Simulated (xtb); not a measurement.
H₆AlO₂Si₂ (SMILES [SiH3][O][Al][O][SiH3]), doublet, from a rough starting geometry (GFN-xTB shapes and energies of metal compounds can be far from the true ones) (the spin is typed, not shown lowest); GFN2-xTB in xtb.

Input for xtb:
```
$ xtb mol.xyz --gfn 2 --uhf 1 --opt vtight --json

# file mol.xyz
11

Al    -0.11407742    -0.51156621     0.05429365
O     -1.44864311    -0.06387106     0.86578996
Si    -2.69744437     0.43465922     1.75834585
H     -2.75438213    -0.34337936     2.94017599
H     -3.89529163     0.15295675     0.85937475
H     -2.57433581     1.85961822     1.95838858
O      1.33274807    -0.38491593    -0.84195059
Si     2.71185233    -0.29426565    -1.73125500
H      2.47173893    -1.12123372    -2.97028966
H      3.83016204    -0.75453315    -0.92567575
H      2.89025115     1.10172148    -2.07729598
```

Task: Write the output that xtb gives for this input, abridged.

Result: 
```
   ID    Z sym.   atoms
    1   13 Al     1
    2    8 O      2, 7
    3   14 Si     3, 8
    4    1 H      4-6, 9-11

           -------------------------------------------------
          |                Calculation Setup                |
           -------------------------------------------------

           -------------------------------------------------
          |                 G F N 2 - x T B                 |
           -------------------------------------------------

          ...................................................
          :                      SETUP                      :
          :.................................................:
          :  # basis functions                  44          :
          :  # atomic orbitals                  41          :
          :  # shells                           19          :
          :  # electrons                        29          :
          :  max. iterations                   250          :
          :  Hamiltonian                  GFN2-xTB          :
          :  restarted?                      false          :
          :  GBSA solvation                  false          :
          :  PC potential                    false          :
          :  electronic temp.          300.0000000     K    :
          :  accuracy                    1.0000000          :
          :  -> integral cutoff          0.2500000E+02      :
          :  -> integral neglect         0.1000000E-07      :
          :  -> SCF convergence          0.1000000E-05 Eh   :
          :  -> wf. convergence          0.1000000E-03 e    :
          :  Broyden damping             0.4000000          :
          :  net charge                          0          :
          :  unpaired electrons                  1          :
          ...................................................

 iter      E             dE          RMSdq      gap      omega  full diag
   1    -15.8777612 -0.158778E+02  0.113E+01    2.86       0.0  T
   2    -16.0129382 -0.135177E+00  0.417E+00    2.66       1.0  T
   3    -16.0203747 -0.743653E-02  0.444E+00    3.87       1.0  T
   4    -16.0257412 -0.536643E-02  0.260E+00    4.03       1.0  T
   5    -16.0261382 -0.397035E-03  0.936E-01    3.82       1.0  T
   6    -16.0276506 -0.151238E-02  0.320E-01    3.75       1.0  T
   7    -16.0276709 -0.202659E-04  0.173E-01    3.73       1.0  T
   8    -16.0276650  0.590772E-05  0.108E-01    3.72       1.0  T
   9    -16.0276757 -0.107159E-04  0.191E-02    3.72       1.6  T
  10    -16.0276757 -0.311975E-07  0.768E-03    3.72       3.9  T
  11    -16.0276758 -0.118245E-06  0.966E-04    3.72      31.2  T
  12    -16.0276758 -0.941803E-09  0.418E-04    3.72      72.1  T

   *** convergence criteria satisfied after 12 iterations ***

         :::::::::::::::::::::::::::::::::::::::::::::::::::::
         ::                     SUMMARY                     ::
         :::::::::::::::::::::::::::::::::::::::::::::::::::::
         :: total energy             -15.913149699802 Eh    ::
         :: gradient norm              0.067893343785 Eh/a0 ::
         :: HOMO-LUMO gap              3.719759451218 eV    ::
         ::.................................................::
         :: SCC energy               -16.027693343289 Eh    ::
         :: -> isotropic ES            0.084857239973 Eh    ::
         :: -> anisotropic ES          0.006279922654 Eh    ::
         :: -> anisotropic XC         -0.001745800717 Eh    ::
         :: -> dispersion             -0.006887874714 Eh    ::
         :: repulsion energy           0.114543643487 Eh    ::
         :: add. restraining           0.000000000000 Eh    ::
         :: total charge               0.000000000000 e     ::
         :::::::::::::::::::::::::::::::::::::::::::::::::::::

      -----------------------------------------------------------
     |                   =====================                   |
     |                        A N C O P T                        |
     |                   =====================                   |
     |               Approximate Normal Coordinate               |
     |                Rational Function Optimizer                |
      -----------------------------------------------------------
      -----------------------------------------------------------
     |                   =====================                   |
     |                        A N C O P T                        |
     |                   =====================                   |
     |               Approximate Normal Coordinate               |
     |                Rational Function Optimizer                |
      -----------------------------------------------------------

          ...................................................
          :                      SETUP                      :
          :.................................................:
          :   optimization level         verytight          :
          :   max. optcycles                   220          :
          :   ANC micro-cycles                  20          :
          :   degrees of freedom                27          :
          :.................................................:
          :   RF solver                   davidson          :
          :   write xtbopt.log                true          :
          :   linear?                        false          :
          :   energy convergence         0.1000000E-06 Eh   :
          :   grad. convergence          0.2000000E-03 Eh/α :
          :   maxmium RF displ.          1.0000000          :
          :   Hlow (freq-cutoff)         0.1000000E-01      :
          :   Hmax (freq-cutoff)         5.0000000          :
          :   S6 in model hess.         20.0000000          :
          ...................................................

generating ANC from exact Hessian ...
Using Lindh-Hessian (1995)
 Shifting diagonal of input Hessian by    1.0467068357206484E-002
[...]
 * total energy  :   -15.9131497 Eh     change       -0.1228209E-09 Eh
 * total energy  :   -15.9179866 Eh     change       -0.4836943E-02 Eh
 * total energy  :   -15.9189873 Eh     change       -0.1000700E-02 Eh
 * total energy  :   -15.9191232 Eh     change       -0.1358837E-03 Eh
 * total energy  :   -15.9191766 Eh     change       -0.5333641E-04 Eh
 * total energy  :   -15.9191877 Eh     change       -0.1115467E-04 Eh
 * total energy  :   -15.9192067 Eh     change       -0.1901283E-04 Eh
 * total energy  :   -15.9192134 Eh     change       -0.6677738E-05 Eh
 * total energy  :   -15.9192229 Eh     change       -0.9520486E-05 Eh
 * total energy  :   -15.9192245 Eh     change       -0.1563069E-05 Eh
 * total energy  :   -15.9192250 Eh     change       -0.4688310E-06 Eh
 * total energy  :   -15.9192250 Eh     change       -0.6787561E-07 Eh
   *** GEOMETRY OPTIMIZATION CONVERGED AFTER 12 ITERATIONS ***
         :: total energy             -15.919225027676 Eh    ::
[...]
         :: SCC energy               -16.023717857349 Eh    ::
         :: -> isotropic ES            0.085634571002 Eh    ::
         :: -> anisotropic ES          0.006600173169 Eh    ::
         :: -> anisotropic XC         -0.001874950567 Eh    ::
         :: -> dispersion             -0.006845969596 Eh    ::
         :: repulsion energy           0.104492829672 Eh    ::
         :: add. restraining           0.000000000000 Eh    ::
         :: total charge               0.000000000000 e     ::
         :::::::::::::::::::::::::::::::::::::::::::::::::::::

           -------------------------------------------------
          |                Property Printout                |
           -------------------------------------------------

    * Orbital Energies and Occupations

         #    Occupation            Energy/Eh            Energy/eV
      -------------------------------------------------------------
         1        2.0000           -0.7416463             -20.1812
       ...           ...                  ...                  ...
         3        2.0000           -0.6322854             -17.2054
         4        2.0000           -0.6141824             -16.7128
         5        2.0000           -0.5030053             -13.6875
         6        2.0000           -0.4829075             -13.1406
         7        2.0000           -0.4807982             -13.0832
         8        2.0000           -0.4791078             -13.0372
         9        2.0000           -0.4718468             -12.8396
        10        2.0000           -0.4706699             -12.8076
        11        2.0000           -0.4140643             -11.2673
        12        2.0000           -0.4139519             -11.2642
        13        2.0000           -0.4133931             -11.2490
        14        2.0000           -0.4131424             -11.2422
        15        1.0000           -0.3201322              -8.7112 (HOMO)
        16                         -0.1761738              -4.7939 (LUMO)
        17                         -0.1758800              -4.7859
        18                         -0.1743295              -4.7437
        19                         -0.1611876              -4.3861
        20                         -0.1600157              -4.3542
        21                         -0.1599331              -4.3520
        22                         -0.1437343              -3.9112
        23                         -0.1411146              -3.8399
        24                         -0.1128718              -3.0714
        25                         -0.1004766              -2.7341
        26                         -0.0396704              -1.0795
       ...                                ...                  ...
        41                          1.2712197              34.5916
      -------------------------------------------------------------
                  HL-Gap            0.1439585 Eh            3.9173 eV
             Fermi-level           -0.3073952 Eh           -8.3646 eV

     #   Z          covCN         q      C6AA      α(0)
     1  13 Al       1.572     0.429   191.869    34.037
     2   8 O        1.504    -0.453    22.039     6.331
     3  14 Si       3.576     0.516    98.083    19.044
     4   1 H        0.918    -0.091     5.272     3.591
     5   1 H        0.918    -0.092     5.296     3.599
     6   1 H        0.919    -0.094     5.346     3.616
     7   8 O        1.504    -0.453    22.038     6.331
     8  14 Si       3.576     0.516    98.082    19.044
     9   1 H        0.918    -0.092     5.280     3.594
    10   1 H        0.918    -0.092     5.288     3.597
    11   1 H        0.919    -0.094     5.348     3.617

 Mol. C6AA /au·bohr⁶  :       3110.474400
 Mol. C8AA /au·bohr⁸  :     149592.717114
 Mol. α(0) /au        :        106.400695

Wiberg/Mayer (AO) data.
largest (>0.10) Wiberg bond orders for each atom

 ---------------------------------------------------------------------------
     #   Z sym  total        # sym  WBO       # sym  WBO       # sym  WBO
 ---------------------------------------------------------------------------
     1  13 Al   2.786 --     2 O    1.278     7 O    1.278     3 Si   0.105
                             8 Si   0.105
     2   8 O    2.388 --     1 Al   1.278     3 Si   1.007
     3  14 Si   3.796 --     2 O    1.007     4 H    0.892     5 H    0.892
                             6 H    0.891     1 Al   0.105
     4   1 H    0.991 --     3 Si   0.892
     5   1 H    0.991 --     3 Si   0.892
     6   1 H    0.991 --     3 Si   0.891
     7   8 O    2.388 --     1 Al   1.278     8 Si   1.008
     8  14 Si   3.796 --     7 O    1.008     9 H    0.892    10 H    0.892
                            11 H    0.891     1 Al   0.105
     9   1 H    0.991 --     8 Si   0.892
    10   1 H    0.991 --     8 Si   0.892
    11   1 H    0.991 --     8 Si   0.891
 ---------------------------------------------------------------------------

Topologies differ in total number of bonds
Writing topology from bond orders to xtbtopo.mol

molecular dipole:
                 x           y           z       tot (Debye)
 q only:       -0.004      -0.061       0.008
   full:       -0.007      -0.103       0.012       0.263
molecular quadrupole (traceless):
                xx          xy          yy          xz          yz          zz
 q only:        2.981      -0.761      -2.450      -3.799       0.458      -0.531
  q+dip:       -0.543       0.139       0.573       0.538      -0.105      -0.030
   full:       -0.334       0.090       0.373       0.315      -0.068      -0.039

optimized geometry written to: xtbopt.xyz

           -------------------------------------------------
          | TOTAL ENERGY              -15.919225027676 Eh   |
          | GRADIENT NORM               0.000082936984 Eh/α |
          | HOMO-LUMO GAP               3.917308822927 eV   |
           -------------------------------------------------
```
